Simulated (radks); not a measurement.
Neutral beryllium inside a hard spherical wall (all orbitals vanish at R), configuration held at [He] 2s2 and not refilled when levels cross. All-electron calculation, non-relativistic Kohn-Sham, PBEsol, spin-polarised, spherical densities, point nucleus. Program: a radial shooting solver on a logarithmic mesh with Libxc functionals. Eigenvalues in eV for spin up, with the zero of energy where the potential of the charges vanishes at infinity; a dash marks a level that is unbound or too diffuse for the functional's potential to be trusted. A positive occupied level is held by the wall or, in an anion where self-interaction has pushed it up, behind a barrier. The pressure on the wall is -dE/dV.

R (bohr),E (hartree),kinetic (hartree),e(1s),e(2s),"e(2p, empty)","e(3s, empty)",pressure (GPa)
free,-14.53230,14.447,-105.44,-5.542,-1.969,-,0
12,-14.53229,14.447,-105.43,-5.541,-1.962,0.715,0.000240
10,-14.53216,14.449,-105.42,-5.529,-1.931,1.466,0.00416
8,-14.53065,14.461,-105.27,-5.435,-1.762,3.366,0.0731
5,-14.47405,14.729,-102.89,-3.662,0.533,16.150,6.44
2.5,-13.15224,18.116,-87.024,20.070,21.958,112.30,760
2,-11.51437,21.526,-77.039,46.072,40.798,196.56,2960
1.5,-6.96924,29.874,-58.519,114.61,84.363,391.72,16000
